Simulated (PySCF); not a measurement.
Sn(H)(OH)2(OMe) (CH₆O₃Sn), SMILES C[O][SnH]([OH])[OH].

Geometry optimised at B3LYP-D3(BJ)/def2-SVP. The structure was generated by enumeration; whether it is a known compound was not checked. The def2 effective core potentials stand for the cores of Sn; spin–orbit coupling is left out. The values are those of a single conformer.

These are TDDFT-PBE/def2-SVPD (PySCF) values and carry that method's errors.

Vertical excitations. The molecule is in vacuum.

```tsv
state	energy (eV)	λ (nm)	f	main pairs
S1	4.32	287	0.009	HOMO→LUMO 99 %
S2	5.01	247	0.047	HOMO−1→LUMO 94 %
S3	5.26	236	0.033	HOMO−2→LUMO 95 %
S4	5.46	227	0.009	HOMO−3→LUMO 97 %
S5	5.60	221	0.003	HOMO→LUMO+1 91 %
S6	5.81	213	0.015	HOMO→LUMO+2 87 %
S7	6.21	200	0.003	HOMO→LUMO+3 90 %
S8	6.27	198	0.027	HOMO−1→LUMO+2 40 %, HOMO−1→LUMO+1 32 %, HOMO−4→LUMO 14 %, HOMO→LUMO+3 7 %
S9	6.31	197	0.022	HOMO−4→LUMO 56 %, HOMO−1→LUMO+2 23 %, HOMO−2→LUMO+2 13 %
S10	6.42	193	0.043	HOMO−1→LUMO+1 47 %, HOMO−1→LUMO+2 35 %
T1	4.02	308	0	HOMO→LUMO 99 %
T2	4.51	275	0	HOMO−1→LUMO 99 %
T3	4.80	259	0	HOMO−2→LUMO 99 %
T4	5.13	242	0	HOMO−3→LUMO 98 %
```
Triplets are in the Tamm–Dancoff approximation, which puts them higher than full response would, so one can lie above its singlet here.
